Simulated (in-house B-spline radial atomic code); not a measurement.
# Ionising neutral manganese with different functionals

Computed with a B-spline radial code for spherical atoms: non-relativistic Hamiltonian, point nucleus, spin-polarised at highest spin, spherical fractional occupations for the functionals, and exact exchange of hybrids averaged over the configuration. The ionisation energy is the difference of two self-consistent energies, [Ar] 3d5 4s2 → [Ar] 3d5 4s1, without Breit or QED terms; ε is the level of the shell that loses the electron (its least bound occupied spin orbital).

```
   method                    rung  ΔSCF (eV)  -ε(4s) (eV)
     PBE0           global hybrid       7.02         5.06
    B3LYP           global hybrid       7.50         5.09
    TPSSh           global hybrid       7.00         4.64
   M06-2X           global hybrid       8.02         5.95
BHandHLYP           global hybrid       7.28         5.74
  r2SCAN0           global hybrid       6.89         5.13
    B97-1           global hybrid       7.66         5.08
    HSE06  range-separated hybrid       7.03         4.69
    wB97X  range-separated hybrid       7.67         7.24
CAM-B3LYP  range-separated hybrid       7.46         6.23
  LC-wPBE  range-separated hybrid       6.91         7.01
```

(1) Among the functionals, which spreads more, the ΔSCF values or the orbital energies?

(2) How do they compare with the NIST value?

Answers

(1) The orbital energies: ΔSCF values span about 1.13 eV and the orbital energies 2.60 eV.

(2) NIST lists 7.434 eV (measured, ground level to ground level). Errors run from -0.54 to +0.59 eV; CAM-B3LYP is closest (+0.03 eV), but part of that can be cancellation, since the calculations leave out relativity, Breit-QED terms, multiplet and fine-structure energies.
